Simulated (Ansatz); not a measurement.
Gas-phase electronic energies from Ansatz, PBE0-D4/def2-TZVP geometries. CCSD(T)/CBS is the MP2 limit (def2-TZVPP, def2-QZVPP) plus CCSD(T) − MP2 in def2-TZVPP, frozen cores. DFT in def2-TZVPP. B3LYP here is the variant with VWN-RPA as its local correlation; programs differ in this. HSE06 is defined as in plane-wave codes.

`C[Si](F)(F)C#N` + `C#C[SiH3]` → `C#C[SiH2]C#N` + `C[SiH](F)F`  (formal exchange of groups at a C–Si bond)

`C[Si](F)(F)C#N`:

```xyz
9

C    -0.588    0.746   -0.830
Si    0.380   -0.588   -0.042
F    -0.251   -2.012   -0.303
F     1.872   -0.621   -0.559
C     0.469   -0.387    1.790
N     0.490   -0.210    2.927
H    -1.611    0.751   -0.448
H    -0.137    1.718   -0.623
H    -0.623    0.602   -1.913
```

`C#C[SiH3]`:

Cartesian coordinates in Å:
```
C 0.144 1.348 1.417
C 0.056 0.519 0.546
Si -0.079 -0.734 -0.772
H 0.223 2.081 2.187
H 1.257 -0.953 -1.378
H -0.577 -2.005 -0.191
H -1.025 -0.255 -1.809
```

`C#C[SiH2]C#N`:

Cartesian coordinates in Å:
```
C 1.592 -1.016 1.255
C 0.609 -0.591 0.704
Si -0.881 0.038 -0.112
C -0.364 1.246 -1.414
N -0.060 2.001 -2.227
H 2.464 -1.391 1.741
H -1.615 -1.050 -0.789
H -1.745 0.763 0.842
```

`C[SiH](F)F`:

Cartesian coordinates in Å:
```
C 0.841 0.017 -0.519
Si -0.728 0.035 0.441
F -0.478 -0.564 1.894
F -1.803 -0.903 -0.263
H 1.233 -0.999 -0.601
H 1.596 0.639 -0.031
H 0.678 0.406 -1.527
H -1.339 1.369 0.607
```

```csv
level,ΔE (kJ/mol),difference from CCSD(T)/CBS
LDA (SPW92),4.2,3.5
PBE-D4,2.9,2.2
revPBE-D4,4.0,3.3
BLYP-D4,2.4,1.7
r2SCAN-D4,3.9,3.2
B97M-V,6.5,5.8
B3LYP-D4,2.1,1.4
r2SCANh-D4,3.7,3.0
r2SCAN0-D4,3.5,2.8
HSE06-D4,2.9,2.2
BHLYP-D4,1.8,1.1
CAM-B3LYP-D4,2.0,1.3
ωB97X-V,2.1,1.4
B2PLYP,0.5,-0.2
PBE-QIDH,1.5,0.8
revPBE,1.2,0.5
BLYP,0.1,-0.6
r2SCAN,3.6,2.9
B3LYP,0.4,-0.3
r2SCANh,3.4,2.7
r2SCAN0,3.2,2.5
HSE06,2.0,1.3
CAM-B3LYP,1.1,0.4
LC-ωPBE,1.6,0.9
RPA@PBE/def2-TZVPP,2.4,1.7
HF/def2-SVP,-0.4,-1.1
MP2/def2-SVP,2.4,1.7
CCSD/def2-SVP,2.9,2.2
CCSD(T)/def2-SVP,3.2,2.5
HF/def2-TZVPP,0.5,-0.2
MP2/def2-TZVPP,0.3,-0.4
SCS-MP2/def2-TZVPP,-0.1,-0.8
CCSD/def2-TZVPP,2.3,1.6
CCSD(T)/def2-TZVPP,2.5,1.8
HF/def2-QZVPP,0.3,-0.4
MP2/def2-QZVPP,-0.8,-1.5
SCS-MP2/def2-QZVPP,-1.1,-1.8
HF/CBS(def2),0.3,-0.4
MP2/CBS(def2),-1.5,-2.2
CCSD/CBS(def2),0.5,-0.2
CCSD(T)/CBS,0.7,0
```

Largest T1 diagnostic among the species: 0.014.

Leaving LDA and LC-ωPBE aside and taking each functional with its dispersion term where it has one, the values spread over 6.0 kJ/mol, from B2PLYP to B97M-V.
